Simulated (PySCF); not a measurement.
Ce2S3 at several levels of theory

Computed with PySCF 2.14.0 (density fitting, no spin-orbit coupling) at the geometry relaxed with r2SCAN:

```xyz
5
Ce2S3 (singlet in the valence; each metal's 4f electrons, 1 of them, lie in its core potential, out of spins and levels)
Ce    0.3024   -0.6081    2.4795
Ce    0.3024   -0.6081   -2.4795
S     0.7515   -1.5110    0.0000
S    -0.7729    1.5540    2.6316
S    -0.7729    1.5540   -2.6316
```

| level | basis | state | HOMO (eV) | gap (eV) | charge on Ce1 (e) | population of f-type functions on Ce1 (polarisation alone where 4f lies in the core) | dipole about the centre of mass (D) | largest force component (eV/Å) |
| --- | --- | --- | --- | --- | --- | --- | --- | --- |
| r2SCAN | Ce lcecp-1-SVP with ECP47, S def2-SVP | singlet | -4.62 | 2.31 | 0.71 | 0.04 | 12.08 | 0.02 |
| B3LYP | the same | singlet | -5.17 | 2.78 | 0.64 | 0.04 | 11.90 | 0.11 |
| wB97X | the same | singlet | -7.45 | 6.94 | 0.74 | 0.05 | 13.46 | 0.57 |
| M06-L | the same | singlet | -4.42 | 2.59 | 0.87 | 0.04 | 12.44 | 0.16 |
| r2SCAN | Ce lcecp-1-TZVP with ECP47, S def2-TZVP | singlet | -4.60 | 2.31 | 1.08 | 0.05 | 12.64 | 0.11 |

In the lcecp rows the 4f levels are missing from HOMO and gap, and the state counts the valence alone.

Charges are Mulliken's, which hang on the basis. The relaxation used the grid (50, 194), these runs (75, 302) or, all-electron (x2c bases, spin-free X2C Hamiltonian), (99, 590).

Question: What does revPBE with Ce lcecp-1-SVP with ECP47, S def2-SVP give here?

Answer: state singlet, HOMO (eV) -4.42, gap (eV) 1.77, charge on Ce1 (e) 0.62, population of f-type functions on Ce1 (polarisation alone where 4f lies in the core) 0.04, dipole about the centre of mass (D) 11.26, largest force component (eV/Å) 0.18. Time: 9.8 s on 2 threads of Arm Neoverse V1, with other jobs on the host, from an already converged density.

In the first row's basis the gap widens with exact exchange: 1.8 to 2.6 eV for revPBE, r2SCAN, M06-L (none); 2.8 eV for B3LYP (a fixed share); 6.9 eV for wB97X (rising or full at long range).

No frequency check is given that shows the relaxed geometry to be a minimum. An lcecp potential fixes the number of 4f electrons, so in runs with it no electron can move into or out of that shell.
